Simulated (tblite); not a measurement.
C6H11Si (doublet state).
Numbering: `[CH2:1]=[CH:2][CH2:3][Si:4]1[CH2:5][C@@H:6]1[CH3:7]` (hydrogens: H8, H9 on C1; H10 on C2; H11, H12 on C3; H13, H14 on C5; H15 on C6; H16, H17, H18 on C7)
Bond orders are those of one Lewis drawing.

Computed with GFN2-xTB (tblite), gas phase: L-BFGS steps from a force-field or distance-geometry start until the largest atomic force falls under 0.01 eV/Å.

Step 0: E = -544.4688 eV
```
atom  x, y, z in Å  |  force x, y, z in eV/Å
C1     -2.9636    0.4239    0.3848   -0.587   0.677   0.122
C2     -2.2462   -0.3545   -0.4005   -0.018  -0.065   1.164
C3     -1.2925   -1.3534    0.1695   -1.181  -0.253  -0.373
Si4     0.4062   -0.9127   -0.4679    0.263  -1.097  -0.540
C5      0.7750    0.9033   -0.4759   -0.476   1.409  -1.156
C6      1.5081    0.1323    0.6092    1.431   0.131   0.569
C7      3.0206    0.1051    0.3199   -0.772  -0.418   0.690
H8     -2.8929    0.3674    1.4690   -0.034   0.042  -0.322
H9     -3.6705    1.1655   -0.0086    0.408  -0.407   0.225
H10    -2.3346   -0.2789   -1.4503    0.012  -0.076  -0.844
H11    -1.3368   -1.2833    1.2616   -0.010  -0.427  -0.243
H12    -1.6073   -2.3349   -0.2244    0.231   0.179   0.577
H13    -0.0306    1.5638   -0.0860    0.803  -0.112  -0.711
H14     1.4061    1.2722   -1.3452   -0.878   0.065   1.498
H15     1.2192    0.3382    1.6568    0.353   0.118  -0.613
H16     3.4026    1.1448    0.3195    0.014  -0.753  -0.067
H17     3.1398   -0.3956   -0.6642    0.325   0.536   0.724
H18     3.4886   -0.4967    1.1267    0.116   0.451  -0.700
```

Step 1: E = -544.6558 eV
```
atom  x, y, z in Å  |  force x, y, z in eV/Å
C1     -2.9719    0.4336    0.3866   -0.069   0.131   0.182
C2     -2.2464   -0.3554   -0.3839   -0.412   0.235  -0.083
C3     -1.3093   -1.3570    0.1642   -0.477  -0.007   0.005
Si4     0.4099   -0.9284   -0.4756    0.436  -0.120  -0.130
C5      0.7681    0.9234   -0.4924   -0.126  -0.390  -0.057
C6      1.5286    0.1341    0.6173   -0.036   0.130  -0.480
C7      3.0096    0.0991    0.3297   -0.168  -0.055   0.275
H8     -2.8934    0.3680    1.4644   -0.078   0.087  -0.113
H9     -3.6647    1.1597   -0.0054    0.049  -0.003   0.018
H10    -2.3344   -0.2800   -1.4623    0.063  -0.119   0.080
H11    -1.3370   -1.2894    1.2581   -0.007  -0.424  -0.239
H12    -1.6040   -2.3323   -0.2161    0.025  -0.182   0.365
H13    -0.0191    1.5622   -0.0961    0.344   0.238  -0.490
H14     1.3935    1.2731   -1.3238   -0.401   0.373   0.749
H15     1.2243    0.3399    1.6480    0.293   0.155  -0.309
H16     3.4028    1.1340    0.3185    0.036  -0.638  -0.016
H17     3.1444   -0.3880   -0.6538    0.267   0.406   0.572
H18     3.4903   -0.4902    1.1167    0.260   0.182  -0.330
```

Problem. Estimate the geometry and energy of step 2. (The exact step hangs on the optimiser's Hessian estimate; all steps are aligned on step 1, rigid shifts and turns removed.)

Solution. E = -544.7278 eV, largest force 0.724 eV/Å
```
atom  x, y, z in Å  |  force x, y, z in eV/Å
C1     -2.9754    0.4385    0.3904    0.016   0.027   0.053
C2     -2.2541   -0.3513   -0.3811   -0.295   0.068  -0.243
C3     -1.3226   -1.3581    0.1629   -0.027   0.158  -0.095
Si4     0.4190   -0.9347   -0.4800    0.077  -0.126  -0.009
C5      0.7641    0.9214   -0.4977   -0.161  -0.656   0.260
C6      1.5332    0.1370    0.6105   -0.369   0.085  -0.332
C7      3.0036    0.0966    0.3374    0.049   0.062   0.018
H8     -2.8949    0.3698    1.4611   -0.074   0.084   0.103
H9     -3.6622    1.1581   -0.0042   -0.109   0.183  -0.042
H10    -2.3332   -0.2825   -1.4639    0.019  -0.081   0.185
H11    -1.3371   -1.2988    1.2527   -0.025  -0.357  -0.100
H12    -1.6027   -2.3351   -0.2072   -0.068  -0.295   0.234
H13    -0.0098    1.5662   -0.1078    0.109   0.317  -0.327
H14     1.3828    1.2803   -1.3043   -0.043   0.497   0.241
H15     1.2310    0.3433    1.6400    0.229   0.145  -0.253
H16     3.4035    1.1194    0.3180    0.104  -0.324   0.033
H17     3.1506   -0.3785   -0.6405    0.256   0.232   0.301
H18     3.4955   -0.4852    1.1080    0.313  -0.018  -0.027
```

The energy changes by -0.0720 eV. The first-order estimate −F·Δx gives -0.0996 eV and the mean of the old and new forces, exact on a quadratic surface, -0.0719 eV. The step makes an angle of 17° with the force vector and moves no atom by more than 0.023 Å.

The cost below is that of the whole relaxation. On one thread, Intel Xeon at 2.50 GHz (x86_64), no GPU (shared host), this took 2.5 s of wall time.
